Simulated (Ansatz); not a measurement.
Harmonic vibrations of C$_{3}$H$_{8}$AlN (`C/C=[C](\N)[AlH2]`) by finite differences.

```yaml
crystal:
  periodic: [false, false, false]
  atoms:
    - {symbol: C, position_ang: [-1.659255, -0.903639, 0.478765]}
    - {symbol: C, position_ang: [-0.503093, 0.024495, 0.669499]}
    - {symbol: C, position_ang: [0.510288, 0.163381, -0.215261]}
    - {symbol: N, position_ang: [0.576457, -0.597983, -1.370183]}
    - {symbol: Al, position_ang: [1.849268, 1.454358, 0.324693]}
    - {symbol: H, position_ang: [-2.195663, -0.697669, -0.456962]}
    - {symbol: H, position_ang: [-1.330247, -1.948938, 0.428445]}
    - {symbol: H, position_ang: [-2.382334, -0.823489, 1.290480]}
    - {symbol: H, position_ang: [-0.469553, 0.611740, 1.581319]}
    - {symbol: H, position_ang: [1.162210, -0.257525, -2.112081]}
    - {symbol: H, position_ang: [-0.276060, -1.023407, -1.701724]}
    - {symbol: H, position_ang: [3.058502, 1.821865, -0.644387]}
    - {symbol: H, position_ang: [1.680080, 2.142110, 1.742297]}
basis:
  gaussian: {orbitals: def2-TZVP}
hamiltonian: {xc: pbe0, dispersion: d4}
phonons: {temperatures: {t_min: 298.15, t_max: 900, t_step: 200}}
```

```sh
$ ansatz run in.yaml --threads 4 --pin off --events-out ev --progress --plain
```

It prints (some lines left out):

```
Functional definition: PBE0
mean field -11320.58297689 eV, -416.0237510338 hartree, gradient 3.1e-5 eV, S^2 0.000000; 0 other end points of the search recorded, 0 dependent functions left out
mean field -11320.58279043 eV, -416.0237441819 hartree, gradient 1.3e-6 eV, S^2 0.000000; 0 other end points of the search recorded, 0 dependent functions left out
mean field -11320.58284920 eV, -416.0237463415 hartree, gradient 1.3e-6 eV, S^2 0.000000; 0 other end points of the search recorded, 0 dependent functions left out
mean field -11320.58281135 eV, -416.0237449504 hartree, gradient 1.3e-6 eV, S^2 0.000000; 0 other end points of the search recorded, 0 dependent functions left out
mean field -11320.58283829 eV, -416.0237459407 hartree, gradient 1.3e-6 eV, S^2 0.000000; 0 other end points of the search recorded, 0 dependent functions left out
mean field -11320.58281744 eV, -416.0237451743 hartree, gradient 1.3e-6 eV, S^2 0.000000; 0 other end points of the search recorded, 0 dependent functions left out
mean field -11320.58280149 eV, -416.0237445883 hartree, gradient 1.3e-6 eV, S^2 0.000000; 0 other end points of the search recorded, 0 dependent functions left out
mean field -11320.58280436 eV, -416.0237446936 hartree, gradient 1.3e-6 eV, S^2 0.000000; 0 other end points of the search recorded, 0 dependent functions left out
mean field -11320.58282401 eV, -416.0237454158 hartree, gradient 1.3e-6 eV, S^2 0.000000; 0 other end points of the search recorded, 0 dependent functions left out
mean field -11320.58286848 eV, -416.0237470500 hartree, gradient 1.3e-6 eV, S^2 0.000000; 0 other end points of the search recorded, 0 dependent functions left out
mean field -11320.58287711 eV, -416.0237473671 hartree, gradient 1.3e-6 eV, S^2 0.000000; 0 other end points of the search recorded, 0 dependent functions left out
mean field -11320.58280314 eV, -416.0237446489 hartree, gradient 1.3e-6 eV, S^2 0.000000; 0 other end points of the search recorded, 0 dependent functions left out
mean field -11320.58277807 eV, -416.0237437274 hartree, gradient 1.3e-6 eV, S^2 0.000000; 0 other end points of the search recorded, 0 dependent functions left out
mean field -11320.58283471 eV, -416.0237458091 hartree, gradient 1.3e-6 eV, S^2 0.000000; 0 other end points of the search recorded, 0 dependent functions left out
mean field -11320.58282742 eV, -416.0237455412 hartree, gradient 1.3e-6 eV, S^2 0.000000; 0 other end points of the search recorded, 0 dependent functions left out
mean field -11320.58288929 eV, -416.0237478148 hartree, gradient 1.3e-6 eV, S^2 0.000000; 0 other end points of the search recorded, 0 dependent functions left out
mean field -11320.58288885 eV, -416.0237477986 hartree, gradient 1.3e-6 eV, S^2 0.000000; 0 other end points of the search recorded, 0 dependent functions left out
mean field -11320.58280348 eV, -416.0237446613 hartree, gradient 1.3e-6 eV, S^2 0.000000; 0 other end points of the search recorded, 0 dependent functions left out
mean field -11320.58282292 eV, -416.0237453755 hartree, gradient 1.3e-6 eV, S^2 0.000000; 0 other end points of the search recorded, 0 dependent functions left out
mean field -11320.58280640 eV, -416.0237447686 hartree, gradient 1.3e-6 eV, S^2 0.000000; 0 other end points of the search recorded, 0 dependent functions left out
mean field -11320.58278310 eV, -416.0237439122 hartree, gradient 1.3e-6 eV, S^2 0.000000; 0 other end points of the search recorded, 0 dependent functions left out
mean field -11320.58288112 eV, -416.0237475143 hartree, gradient 1.3e-6 eV, S^2 0.000000; 0 other end points of the search recorded, 0 dependent functions left out
mean field -11320.58290340 eV, -416.0237483331 hartree, gradient 1.3e-6 eV, S^2 0.000000; 0 other end points of the search recorded, 0 dependent functions left out
mean field -11320.58276046 eV, -416.0237430803 hartree, gradient 1.3e-6 eV, S^2 0.000000; 0 other end points of the search recorded, 0 dependent functions left out
mean field -11320.58278768 eV, -416.0237440805 hartree, gradient 1.3e-6 eV, S^2 0.000000; 0 other end points of the search recorded, 0 dependent functions left out
mean field -11320.58295306 eV, -416.0237501582 hartree, gradient 1.3e-6 eV, S^2 0.000000; 0 other end points of the search recorded, 0 dependent functions left out
mean field -11320.58288902 eV, -416.0237478050 hartree, gradient 1.3e-6 eV, S^2 0.000000; 0 other end points of the search recorded, 0 dependent functions left out
mean field -11320.58296204 eV, -416.0237504884 hartree, gradient 1.3e-6 eV, S^2 0.000000; 0 other end points of the search recorded, 0 dependent functions left out
mean field -11320.58290439 eV, -416.0237483698 hartree, gradient 1.3e-6 eV, S^2 0.000000; 0 other end points of the search recorded, 0 dependent functions left out
mean field -11320.58292184 eV, -416.0237490108 hartree, gradient 1.3e-6 eV, S^2 0.000000; 0 other end points of the search recorded, 0 dependent functions left out
mean field -11320.58290400 eV, -416.0237483554 hartree, gradient 1.3e-6 eV, S^2 0.000000; 0 other end points of the search recorded, 0 dependent functions left out
mean field -11320.58293505 eV, -416.0237494964 hartree, gradient 1.3e-6 eV, S^2 0.000000; 0 other end points of the search recorded, 0 dependent functions left out
mean field -11320.58295055 eV, -416.0237500661 hartree, gradient 1.3e-6 eV, S^2 0.000000; 0 other end points of the search recorded, 0 dependent functions left out
mean field -11320.58295576 eV, -416.0237502575 hartree, gradient 1.3e-6 eV, S^2 0.000000; 0 other end points of the search recorded, 0 dependent functions left out
[...]
mean field -11320.58296425 eV, -416.0237505696 hartree, gradient 1.3e-6 eV, S^2 0.000000; 0 other end points of the search recorded, 0 dependent functions left out
mean field -11320.58291402 eV, -416.0237487237 hartree, gradient 1.3e-6 eV, S^2 0.000000; 0 other end points of the search recorded, 0 dependent functions left out
mean field -11320.58290924 eV, -416.0237485480 hartree, gradient 1.3e-6 eV, S^2 0.000000; 0 other end points of the search recorded, 0 dependent functions left out
mean field -11320.58295893 eV, -416.0237503741 hartree, gradient 1.3e-6 eV, S^2 0.000000; 0 other end points of the search recorded, 0 dependent functions left out
mean field -11320.58296345 eV, -416.0237505399 hartree, gradient 1.3e-6 eV, S^2 0.000000; 0 other end points of the search recorded, 0 dependent functions left out
mean field -11320.58293803 eV, -416.0237496061 hartree, gradient 1.3e-6 eV, S^2 0.000000; 0 other end points of the search recorded, 0 dependent functions left out
mean field -11320.58293970 eV, -416.0237496674 hartree, gradient 1.3e-6 eV, S^2 0.000000; 0 other end points of the search recorded, 0 dependent functions left out
mean field -11320.58290129 eV, -416.0237482558 hartree, gradient 1.3e-6 eV, S^2 0.000000; 0 other end points of the search recorded, 0 dependent functions left out
mean field -11320.58289311 eV, -416.0237479550 hartree, gradient 1.3e-6 eV, S^2 0.000000; 0 other end points of the search recorded, 0 dependent functions left out
mean field -11320.58292383 eV, -416.0237490842 hartree, gradient 1.3e-6 eV, S^2 0.000000; 0 other end points of the search recorded, 0 dependent functions left out
mean field -11320.58291400 eV, -416.0237487227 hartree, gradient 1.3e-6 eV, S^2 0.000000; 0 other end points of the search recorded, 0 dependent functions left out
mean field -11320.58295016 eV, -416.0237500518 hartree, gradient 1.3e-6 eV, S^2 0.000000; 0 other end points of the search recorded, 0 dependent functions left out
mean field -11320.58295396 eV, -416.0237501915 hartree, gradient 1.3e-6 eV, S^2 0.000000; 0 other end points of the search recorded, 0 dependent functions left out
mean field -11320.58287687 eV, -416.0237473584 hartree, gradient 1.3e-6 eV, S^2 0.000000; 0 other end points of the search recorded, 0 dependent functions left out
mean field -11320.58290402 eV, -416.0237483560 hartree, gradient 1.3e-6 eV, S^2 0.000000; 0 other end points of the search recorded, 0 dependent functions left out
mean field -11320.58286895 eV, -416.0237470671 hartree, gradient 1.3e-6 eV, S^2 0.000000; 0 other end points of the search recorded, 0 dependent functions left out
mean field -11320.58287774 eV, -416.0237473904 hartree, gradient 1.3e-6 eV, S^2 0.000000; 0 other end points of the search recorded, 0 dependent functions left out
mean field -11320.58294334 eV, -416.0237498009 hartree, gradient 1.3e-6 eV, S^2 0.000000; 0 other end points of the search recorded, 0 dependent functions left out
mean field -11320.58295079 eV, -416.0237500747 hartree, gradient 1.3e-6 eV, S^2 0.000000; 0 other end points of the search recorded, 0 dependent functions left out
mean field -11320.58293524 eV, -416.0237495035 hartree, gradient 1.3e-6 eV, S^2 0.000000; 0 other end points of the search recorded, 0 dependent functions left out
mean field -11320.58295739 eV, -416.0237503173 hartree, gradient 1.3e-6 eV, S^2 0.000000; 0 other end points of the search recorded, 0 dependent functions left out
mean field -11320.58296261 eV, -416.0237505090 hartree, gradient 1.3e-6 eV, S^2 0.000000; 0 other end points of the search recorded, 0 dependent functions left out
mean field -11320.58294206 eV, -416.0237497539 hartree, gradient 1.3e-6 eV, S^2 0.000000; 0 other end points of the search recorded, 0 dependent functions left out
mean field -11320.58297924 eV, -416.0237511204 hartree, gradient 1.3e-6 eV, S^2 0.000000; 0 other end points of the search recorded, 0 dependent functions left out
mean field -11320.58296430 eV, -416.0237505713 hartree, gradient 1.3e-6 eV, S^2 0.000000; 0 other end points of the search recorded, 0 dependent functions left out
mean field -11320.58295783 eV, -416.0237503337 hartree, gradient 1.3e-6 eV, S^2 0.000000; 0 other end points of the search recorded, 0 dependent functions left out
mean field -11320.58296153 eV, -416.0237504694 hartree, gradient 1.3e-6 eV, S^2 0.000000; 0 other end points of the search recorded, 0 dependent functions left out
mean field -11320.58297953 eV, -416.0237511311 hartree, gradient 1.3e-6 eV, S^2 0.000000; 0 other end points of the search recorded, 0 dependent functions left out
mean field -11320.58296582 eV, -416.0237506272 hartree, gradient 1.3e-6 eV, S^2 0.000000; 0 other end points of the search recorded, 0 dependent functions left out
mean field -11320.58297564 eV, -416.0237509881 hartree, gradient 1.3e-6 eV, S^2 0.000000; 0 other end points of the search recorded, 0 dependent functions left out
mean field -11320.58295775 eV, -416.0237503306 hartree, gradient 1.3e-6 eV, S^2 0.000000; 0 other end points of the search recorded, 0 dependent functions left out
mean field -11320.58295083 eV, -416.0237500763 hartree, gradient 1.3e-6 eV, S^2 0.000000; 0 other end points of the search recorded, 0 dependent functions left out
mean field -11320.58293518 eV, -416.0237495011 hartree, gradient 1.3e-6 eV, S^2 0.000000; 0 other end points of the search recorded, 0 dependent functions left out
Total energy: -11320.80404452 eV, -416.0318751194 hartree
Atom 0 at    -1.659255    -0.903639     0.478765 Å, force     0.000683     0.000872    -0.000149 eV/Å
Atom 1 at    -0.503093     0.024495     0.669499 Å, force    -0.000249    -0.001635     0.001108 eV/Å
Atom 2 at     0.510288     0.163381    -0.215261 Å, force    -0.000822     0.000102    -0.001810 eV/Å
Atom 3 at     0.576457    -0.597983    -1.370183 Å, force     0.000537     0.000798     0.003068 eV/Å
Atom 4 at     1.849268     1.454358     0.324693 Å, force     0.000538     0.000784     0.000452 eV/Å
Atom 5 at    -2.195663    -0.697669    -0.456962 Å, force     0.000180    -0.000430    -0.000002 eV/Å
Atom 6 at    -1.330247    -1.948938     0.428445 Å, force    -0.000262     0.000447     0.000258 eV/Å
Atom 7 at    -2.382334    -0.823489     1.290480 Å, force    -0.000121     0.000200    -0.000664 eV/Å
Atom 8 at    -0.469553     0.611740     1.581319 Å, force     0.000597    -0.000435    -0.000346 eV/Å
Atom 9 at     1.162210    -0.257525    -2.112081 Å, force    -0.000579    -0.000911    -0.000544 eV/Å
Atom 10 at    -0.276060    -1.023407    -1.701724 Å, force     0.000180     0.000640    -0.000973 eV/Å
Atom 11 at     3.058502     1.821865    -0.644387 Å, force    -0.000521    -0.000165    -0.000294 eV/Å
Atom 12 at     1.680080     2.142110     1.742297 Å, force    -0.000161    -0.000266    -0.000105 eV/Å
Dipole moment:    -0.189382    -0.112594    -0.277234 e Å
Vibrations: 80.33 102.49 152.56 233.64 254.74 367.35 406.52 478.77 523.19 547.17 621.80 713.04 778.07 781.86 967.84 1023.98 1090.00 1136.53 1250.66 1367.97 1408.16 1475.14 1481.12 1634.61 1659.24 1900.51 1931.85 3009.77 3054.96 3134.96 3182.44 3575.22 3694.27 cm⁻¹, zero-point energy 2.728939 eV
```

Hardware: 4 threads of a server CPU on a shared host. Wall time 3.2 min, peak host memory 0.55 GiB.
